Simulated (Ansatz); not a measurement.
Consider the redistribution: `CC(=O)OBCl` + `C[CH2][Ge][OH]` → `CB(Cl)OC(C)=O` + `[CH3][Ge][OH]`.

Calculated with Ansatz (gas phase, PBE0-D4/def2-TZVP geometries, no zero-point term in ΔE). CCSD(T)/CBS is the MP2 limit (def2-TZVPP, def2-QZVPP) plus CCSD(T) − MP2 in def2-TZVPP, frozen cores. Functionals use def2-TZVPP. B3LYP here is the variant with VWN-RPA as its local correlation; programs differ in this. For Ge outer-core shells are correlated without core-valence functions, which leaves a few kJ/mol of doubt a bond. Scalar relativity is left out up to krypton. One conformer a species, not always the lowest.

`CC(=O)OBCl`:

```xyz
10

C     0.426    1.607    0.173
C     0.095    0.212    0.580
O    -0.140   -0.173    1.681
O     0.130   -0.633   -0.511
B    -0.524   -1.826   -0.523
Cl   -0.226   -2.871   -1.889
H    -0.290    1.952   -0.577
H     1.412    1.624   -0.295
H     0.409    2.260    1.042
H    -1.292   -2.152    0.320
```

`C[CH2][Ge][OH]`:

Z-matrix (Å, degrees):
```
C
C 1 1.519
H 1 1.095 2 111.8
H 1 1.094 2 112.3 3 119.7
H 1 1.095 2 111.7 3 -120.7
Ge 2 2.014 1 118.5 3 60.4
H 2 1.099 1 111.0 3 -61.7
H 2 1.099 1 111.0 3 -177.6
O 6 1.789 2 99.7 1 -0.3
H 9 0.963 6 114.7 2 -0.0
```

`CB(Cl)OC(C)=O`:

```xyz
13

C    -1.101   -1.813    0.259
B    -0.209   -1.167   -0.835
Cl    0.157   -2.037   -2.325
O     0.386    0.069   -0.769
C     0.079    1.043    0.140
C     1.216    1.997    0.299
O    -0.979    1.111    0.686
H    -0.847   -1.477    1.266
H    -1.078   -2.901    0.209
H    -2.137   -1.495    0.090
H     0.946    2.780    1.003
H     1.467    2.429   -0.672
H     2.101    1.461    0.648
```

`[CH3][Ge][OH]`:

Cartesian coordinates in Å:
```
C -0.789 0.353 -0.105
Ge 0.244 -1.202 -0.830
O 1.748 -0.941 0.108
H -0.885 0.262 0.982
H -1.790 0.424 -0.536
H -0.254 1.286 -0.317
H 1.728 -0.181 0.697
```

| level | ΔE (kcal/mol) | difference from CCSD(T)/CBS |
| --- | --- | --- |
| PBE-D4 | -14.8 | -0.4 |
| r2SCAN-D4 | -16.0 | -1.6 |
| PBE0-D4 | -15.2 | -0.8 |
| ωB97X-V | -14.9 | -0.5 |
| ωB97M-V | -15.6 | -1.2 |
| PBE | -14.7 | -0.3 |
| r2SCAN | -15.9 | -1.5 |
| PBE0 | -15.0 | -0.6 |
| B3LYP | -14.7 | -0.3 |
| HF/def2-TZVPP | -14.7 | -0.3 |
| MP2/def2-TZVPP | -14.6 | -0.2 |
| CCSD/def2-TZVPP | -14.5 | -0.1 |
| CCSD(T)/def2-TZVPP | -14.4 | 0.0 |
| MP2/def2-QZVPP | -14.6 | -0.2 |
| HF/CBS(def2) | -14.7 | -0.3 |
| CCSD/CBS(def2) | -14.5 | -0.1 |
| CCSD(T)/CBS | -14.4 | 0 |

Largest T1 diagnostic among the species: 0.014.
